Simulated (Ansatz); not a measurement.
```yaml
crystal:
  periodic: [false, false, false]
  atoms:
    - {symbol: Si, position_ang: [0.616459, 0.800895, 0.285263]}
    - {symbol: C, position_ang: [0.340916, 1.223592, 2.095847]}
    - {symbol: C, position_ang: [1.348270, 1.427053, 2.960617]}
    - {symbol: H, position_ang: [-0.681073, 1.365043, 2.477037]}
    - {symbol: H, position_ang: [2.397785, 1.326053, 2.656879]}
    - {symbol: H, position_ang: [1.171459, 1.712062, 4.005674]}
    - {symbol: C, position_ang: [2.447697, 0.487190, 0.007019]}
    - {symbol: C, position_ang: [3.293067, 1.383151, -0.527636]}
    - {symbol: H, position_ang: [2.860592, -0.482603, 0.327217]}
    - {symbol: H, position_ang: [2.943081, 2.367801, -0.864310]}
    - {symbol: H, position_ang: [4.364026, 1.179266, -0.654686]}
    - {symbol: C, position_ang: [0.118535, 2.299676, -0.739941]}
    - {symbol: C, position_ang: [-0.205781, 3.500606, -0.233238]}
    - {symbol: H, position_ang: [0.071311, 2.182808, -1.834603]}
    - {symbol: H, position_ang: [-0.175615, 3.693493, 0.847078]}
    - {symbol: H, position_ang: [-0.508493, 4.345285, -0.865737]}
    - {symbol: N, position_ang: [-0.242742, -0.645332, -0.202208]}
    - {symbol: C, position_ang: [0.176602, -1.283411, -1.459960]}
    - {symbol: C, position_ang: [0.504505, -2.767789, -1.270319]}
    - {symbol: C, position_ang: [-0.817480, -1.066856, -2.607856]}
    - {symbol: C, position_ang: [-1.510268, -1.113260, 0.376547]}
    - {symbol: C, position_ang: [-1.315395, -1.749774, 1.755497]}
    - {symbol: C, position_ang: [-2.590359, -0.026733, 0.389938]}
    - {symbol: H, position_ang: [1.119431, -0.785145, -1.755965]}
    - {symbol: H, position_ang: [-0.388076, -3.344535, -0.975104]}
    - {symbol: H, position_ang: [0.886979, -3.208735, -2.205273]}
    - {symbol: H, position_ang: [1.266329, -2.896918, -0.485801]}
    - {symbol: H, position_ang: [-1.783868, -1.559040, -2.407912]}
    - {symbol: H, position_ang: [-1.010544, 0.006532, -2.760825]}
    - {symbol: H, position_ang: [-0.425538, -1.485331, -3.549182]}
    - {symbol: H, position_ang: [-1.881271, -1.913099, -0.289177]}
    - {symbol: H, position_ang: [-0.946084, -1.013897, 2.486741]}
    - {symbol: H, position_ang: [-0.575216, -2.562877, 1.700681]}
    - {symbol: H, position_ang: [-2.262865, -2.164943, 2.137826]}
    - {symbol: H, position_ang: [-3.548028, -0.423571, 0.765209]}
    - {symbol: H, position_ang: [-2.306803, 0.819126, 1.037281]}
    - {symbol: H, position_ang: [-2.751531, 0.374203, -0.622620]}
basis:
  gaussian: {orbitals: "6-31G*", fitting: {mean_field: def2-universal-jkfit}}
hamiltonian: {xc: {name: B3LYP}}
scf: {lower_state_search: off}
```

```sh
$ ansatz run in.yaml --threads 2 --pin off --events-out ev --progress --plain --max-ram 32768MiB --backend cuda --devices 0, --max-vram 18GiB
```

Output, abridged:

```
Functional definition: B3LYP
1519 factors; integrals over basis functions are off by at most 5.7e-2 eV
mean field evaluation 1: about -22163.6074 eV, gradient 9.7e1 eV
mean field evaluation 2: about -22153.9077 eV, gradient 1.1e2 eV
mean field evaluation 4: about -22186.3088 eV, gradient 5.5e0 eV
mean field evaluation 8: about -22186.3677 eV, gradient 2.3e-1 eV
mean field evaluation 16: about -22186.3678 eV, gradient 3.9e-5 eV
mean field -22186.36783907 eV, -815.3339796257 hartree, gradient 5.8e-6 eV, S^2 0.000000; 0 other end points of the search recorded, 0 dependent functions left out
reference -22186.36818987 eV, -815.3339925173 hartree; 58, 58 occupied and 202, 202 virtual orbitals, 1519 factors
Total energy: -22186.36818987 eV, -815.3339925173 hartree
Checks for a lower state left out: stability, starts, cluster_reference, orbital_swaps, neighbouring_geometries, increment
```

Run time 8.5 s (2 threads of AMD EPYC 7R13 on a shared host and a share (18 GiB) of an NVIDIA H100 80GB HBM3).

The 6-31G sets use Cartesian d functions. B3LYP takes the VWN-RPA correlation.
